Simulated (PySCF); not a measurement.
UHF on Ti (titanium, neutral)

Configuration: [Ar] 3d2 4s1 5s1, high-spin 5F determinant (an excited configuration). All numbers are calculated (PySCF 2.14, the non-relativistic Hamiltonian (point nucleus), in aug-cc-pwCVTZ (10s9p7d4f3g, 127 functions)).

| Quantity | Value |
| --- | --- |
| Total energy | -848.291440 hartree |
| One-electron energy | -1159.8083 hartree |
| Hartree (Coulomb) energy | 352.5532 hartree |
| Exchange energy | -41.0363 hartree |
| Kinetic energy | 848.30881 hartree |
| ⟨S²⟩ | 6.0029 |
| ⟨L²⟩ | 12.042 |
| Sum of ⟨r⟩ | 26.67 bohr |
| Sum of ⟨r²⟩ | 125.9 bohr² |
| Density at the nucleus (Gaussians lack the cusp) | 7080 bohr⁻³ |
| Spin density at the nucleus | 3.06 bohr⁻³ |
| Langevin diamagnetic susceptibility | -99.7 ×10⁻⁶ cm³/mol |

| shell | electrons | mean orbital energy (eV) | rms radius, mean of both spins (bohr) |
| --- | --- | --- | --- |
| 1s α | 1 | -4990.9 | 0.0812 |
| 1s β | 1 | -4990.9 | 0.0812 |
| 2s α | 1 | -587.23 | 0.353 |
| 2s β | 1 | -586.18 | 0.353 |
| 2p α | 3 | -488.37 | 0.321 |
| 2p β | 3 | -487.43 | 0.321 |
| 3s α | 1 | -83.830 | 1.09 |
| 3s β | 1 | -79.962 | 1.09 |
| 3p α | 3 | -54.862 | 1.18 |
| 3p β | 3 | -50.378 | 1.18 |
| 3d α | 2 | -16.095 | 1.62 |
| 4s α | 1 | -9.842 | 3.50 |
| 5s α | 1 | -2.190 | 9.83 |

The outer electron is Rydberg-like, and this basis confines it to a smaller radius and binds it less than a complete one would.

Spin-orbit constants ζ (cm⁻¹) from the X2C one-electron operator on these orbitals (non-relativistic here): bare nucleus, nucleus screened by l(l+1)(2l+1)/3 electrons, and screened by the Breit-Pauli mean field of the electrons.

| shell | bare | screened nucleus | mean field |
| --- | --- | --- | --- |
| 2p | 32340 | 29400 | n/a |
| 3p | 3468 | 3153 | n/a |
| 3d | 261.2 | 142.5 | n/a |

To first order the Landé constant is A = 35.62 cm⁻¹, so the lowest level has J = 1 and lies 0.0353 eV below the centre of the term. This holds in LS coupling only.
